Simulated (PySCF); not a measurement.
r2SCAN on O⁻ (oxygen, charge -1), [He] 2s2 2p5, 2P determinant. Calculation: PySCF 2.14, in def2-QZVPPD (8s5p4d2f1g, 66 functions); the non-relativistic Hamiltonian (point nucleus).

```
cycle= 1 E= -75.11564864141  delta_E= -0.00694  |g|= 0.0692  |ddm|= 0.179
cycle= 2 E= -75.1045558912851  delta_E= 0.0111  |g|= 0.18  |ddm|= 0.147
cycle= 3 E= -75.1181493466013  delta_E= -0.0136  |g|= 0.0185  |ddm|= 0.0863
cycle= 4 E= -75.1183308116094  delta_E= -0.000181  |g|= 0.00269  |ddm|= 0.0138
cycle= 5 E= -75.1183418857951  delta_E= -1.11e-05  |g|= 0.000805  |ddm|= 0.00555
cycle= 6 E= -75.1183428570667  delta_E= -9.71e-07  |g|= 6.72e-05  |ddm|= 0.00193
cycle= 7 E= -75.1183428630617  delta_E= -6e-09  |g|= 1.87e-06  |ddm|= 0.000166
cycle= 8 E= -75.1183428630699  delta_E= -8.21e-12  |g|= 3.62e-07  |ddm|= 7.58e-06
converged SCF energy = -75.1183428630699  <S^2> = 0.76202  2S+1 = 2.0119841
```

Highest occupied orbital energy: 2.283 eV; ⟨L²⟩ = 2.04; populations by l: s 4.00, p 5.00, d 0.00, f 0.00.

Can this result be used?

With care. Self-consistency was reached. At r2SCAN the highest occupied level has a positive energy, so only the finite basis holds that electron; in a semilocal or global hybrid functional this comes from self-interaction and does not mean that the real anion is unbound.
